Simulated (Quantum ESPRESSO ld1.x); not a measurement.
The numbers below are computed, except where a source is named.
Q: Species: Bi4+. Configuration: [Xe] 4f14 5d10 6s1. Code: ld1.x of Quantum ESPRESSO 7.5. Model: Dirac Kohn-Sham, revPBE, spin-unpolarised, spherical densities, point nucleus. Some entries of the table are withheld. Estimate them.

| orbital | occ. | eigenvalue (hartree) | <1/r> (bohr^-1) |
|---|---|---|---|
| 1s1/2 | 2 | -3328.25 | 103.4 |
| 2s1/2 | 2 | -598.685 | 25.62 |
| 2p1/2 | 2 | -575.142 | (1) |
| 2p3/2 | 4 | -489.879 | (2) |
| 3s1/2 | 2 | -145.643 | 9.386 |
| 3p1/2 | 2 | (3) | 9.290 |
| 3p3/2 | 4 | (4) | 7.903 |
| 3d3/2 | 4 | -98.6123 | 7.803 |
| 3d5/2 | 6 | -94.5661 | 7.497 |
| 4s1/2 | 2 | -34.5950 | 3.990 |
| 4p1/2 | 2 | (5) | 3.878 |
| 4p3/2 | 4 | (6) | 3.399 |
| 4d3/2 | 4 | -17.7984 | 3.204 |
| 4d5/2 | 6 | -16.9204 | 3.097 |
| 5s1/2 | 2 | -7.28484 | 1.669 |
| 4f5/2 | 6 | -7.21245 | (7) |
| 4f7/2 | 8 | -7.01061 | (8) |
| 5p1/2 | 2 | -5.68819 | 1.548 |
| 5p3/2 | 4 | -4.78138 | 1.373 |
| 5d3/2 | 4 | (9) | 1.107 |
| 5d5/2 | 6 | (10) | 1.069 |
| 6s1/2 | 1 | -1.86346 | (11) |

A: 
(1) 2p1/2 <1/r> (bohr^-1): 25.54
(2) 2p3/2 <1/r> (bohr^-1): 20.24
(3) 3p1/2 eigenvalue (hartree): -135.033
(4) 3p3/2 eigenvalue (hartree): -115.941
(5) 4p1/2 eigenvalue (hartree): -29.9849
(6) 4p3/2 eigenvalue (hartree): -25.2802
(7) 4f5/2 <1/r> (bohr^-1): 2.767
(8) 4f7/2 <1/r> (bohr^-1): 2.726
(9) 5d3/2 eigenvalue (hartree): -2.54370
(10) 5d5/2 eigenvalue (hartree): -2.42945
(11) 6s1/2 <1/r> (bohr^-1): 0.6640
